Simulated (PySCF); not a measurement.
SnH2ClBr, SMILES [Cl][SnH2][Br].

The structure is a stationary point at PBE0-D3(BJ)/def2-SVP. The def2 effective core potentials stand for the cores of Sn; spin–orbit coupling is left out.

The numbers are results of C-PCM-ωB97X/def2-SVP in PySCF 2.14.0, not measurements.

The values are the electrostatic part of the solvation free energy, E(continuum) − E(gas) at the gas-phase geometry, in a cavity of scaled van der Waals radii (PySCF's table); cavitation and dispersion terms are not included. A continuum can't describe solvent molecules that bind to the metal. In vacuum the orbital gap is 11.33 eV. The dipole moment in vacuum is 2.68 D.

### Question
Estimate the values in water (ε = 78.36), 2-propanol (ε = 19.26), dichloromethane (ε = 8.93). (An estimate is asked for; the answer gives what the named calculation found.)

### Answer

```csv
solvent,ε,ΔG(elec) (kcal/mol),dipole (D),gap (eV)
water,78.36,-3.8,3.63,11.48
2-propanol,19.26,-3.7,3.58,11.47
dichloromethane,8.93,-3.4,3.51,11.46
```
